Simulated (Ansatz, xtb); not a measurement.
Ligand exchange: CH7ClSi2 + CF4 → CH7FSi2 + CClF3

Species: CH7ClSi2 `[SiH3]C[SiH2]Cl`, singlet; CF4 (tetrafluoromethane) `FC(F)(F)F`, singlet; CH7FSi2 `F[SiH2]C[SiH3]`, singlet; CClF3 `FC(F)(F)Cl`, singlet. The partners trade Cl for F: Si–Cl and C–F bonds give way to Si–F and C–Cl.

Shapes, held fixed at every level: PBE0-D4/def2-TZVP. Flexible molecules stand in one conformer, not always the lowest. Programs: Ansatz 0.2.0, xtb 6.7.1. Electronic energies: no zero-point or thermal term.

```tsv
level	kind	ΔE (kJ/mol)	less CCSD(T)/CBS estimate	CPU time (sum over the molecules)
GFN1-xTB	semi-empirical	-12.4	-18.3	0.12 s
HF/def2-TZVPP	Hartree–Fock	+24.6	+18.7	–
PBE-D4/def2-TZVPP	GGA	+7.5	+1.6	30 s
B3LYP-D4/def2-TZVPP	global hybrid	+4.5	-1.4	56 s
PBE0-D4/def2-TZVPP	global hybrid	+16.1	+10.2	38 s
wB97M-V/def2-TZVPP	range-separated hybrid	+9.4	+3.5	2.3 min
CCSD(T)/def2-TZVPP	coupled cluster or CI	+11.0	+5.1	17 min
CCSD(T)/CBS estimate	coupled cluster or CI	+5.9	0.0	21 min
```

The highest level, CCSD(T)/CBS estimate, gives ΔE = +5.9 kJ/mol; the levels span -12.4 to +24.6. They disagree on the sign: 7 of 8 are positive. The column of differences is taken from that level and isn't an error. No measured value is set beside it here. The CBS estimate extrapolates MP2 from def2-TZVPP and def2-QZVPP and adds CCSD(T) − MP2 in the triple-zeta set, cores frozen. Times are processor times on shared x86 and Arm servers, and rough.
